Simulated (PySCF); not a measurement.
Gas-phase reaction: 2 HfCl4 + O2 + 2 H2O → 2 HfCl2(OH)2 + 4 Cl

Computed with PySCF and rigid-rotor harmonic-oscillator thermochemistry at 1 bar. † marks an energy on the PBE0/def2-TZVP geometry and frequencies. Open shells (unrestricted): O2 (multiplicity 3), Cl (multiplicity 2); the rest are closed-shell singlets. Spin-orbit splitting is ignored; it lowers the true energy and changes the entropy of Cl. Hf: scalar-relativistic def2 core potential, no spin-orbit coupling. HfCl2(OH)2: computed as isolated molecules; such fragments, hydroxides, amides, oligomers or adducts are transient or little studied in the gas.

r2SCAN/def2-TZVP† gives ΔH°(298 K) = 491 kJ.

Task: What do PBE/def2-TZVP†, BLYP/def2-TZVP†, PBE0/def2-SVP† give?

Result: PBE/def2-TZVP†: 519 kJ; BLYP/def2-TZVP†: 439 kJ; PBE0/def2-SVP†: 449 kJ. For scale, ΔH°(298 K) is 491 kJ at this level, 452 kJ at ωB97M-V/def2-TZVP†, and runs from 210 to 595 kJ over the 17 levels computed.
